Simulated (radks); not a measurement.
Problem. Species: C3+. Configuration: [He] 7d1 (not the ground configuration). All-electron calculation, non-relativistic Kohn-Sham, PBE, spin-polarised, spherical densities, point nucleus; open shells are filled with parallel spins first. Program: a radial shooting solver on a logarithmic mesh with Libxc functionals. Some entries of the table are withheld. Estimate them.

| orbital | occ. | eigenvalue (hartree) | r(max) (bohr) | <1/r> (bohr^-1) |
|---|---|---|---|---|
| 1s up | 1 | (1) | 0.1734 | 5.680 |
| 1s down | 1 | (2) | 0.1734 | 5.681 |
| 7d up | 1 | -0.15853 | 19.35 | 0.08482 |

Solution. 
(1) 1s up eigenvalue (hartree): -13.05672
(2) 1s down eigenvalue (hartree): -13.05631
